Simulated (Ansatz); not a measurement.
The cluster SrO2, relaxed as a singlet with RKS PBE-D4/def2-TZVP in Ansatz, starting from the GFN2-xTB geometry. Force threshold 0.02 eV/Å.

In the def2 sets Sr takes a core potential; there is no spin–orbit coupling. The restricted singlet is unstable towards broken spin symmetry in Hartree–Fock (as tested in another run); at PBE-D4/def2-TZVP this wasn't settled. Another isomer (singlet) lies 1.71 eV lower at PBE0-D4/def2-TZVP; other spin states weren't run for this one.

Start:

```xyz
3

Sr    0.190   -0.829    0.128
O     1.437    0.696   -0.518
O    -1.627    0.133    0.390
```

```json
{"step": "1", "energy (eV)": "-4923.2995", "largest force component (eV/Å)": "0.831", "SCF passes": "101"}
{"step": "2", "energy (eV)": "-4923.4836", "largest force component (eV/Å)": "1.005", "SCF passes": "47"}
{"step": "3", "energy (eV)": "-4923.6809", "largest force component (eV/Å)": "1.586", "SCF passes": "46"}
{"step": "4", "energy (eV)": "-4924.0184", "largest force component (eV/Å)": "1.466", "SCF passes": "43"}
{"step": "5", "energy (eV)": "-4924.4087", "largest force component (eV/Å)": "1.101", "SCF passes": "43"}
{"step": "6", "energy (eV)": "-4924.6130", "largest force component (eV/Å)": "0.303", "SCF passes": "34"}
{"step": "7", "energy (eV)": "-4924.6217", "largest force component (eV/Å)": "0.005", "SCF passes": "29"}
```

Force components are those of the run's own axes.

End:

```xyz
3

Sr    0.000    0.000    0.000
O     1.836    0.337   -0.544
O    -1.836   -0.337    0.544
```

By distances, no bond broke or formed. The bond that changes most is Sr1–O2, from 2.07 to 1.94 Å (atoms count from 1).

No frequencies were taken in this run, so the end may be a saddle point.

It took 4.9 s on 4 threads of Arm Neoverse V1 on a shared host.
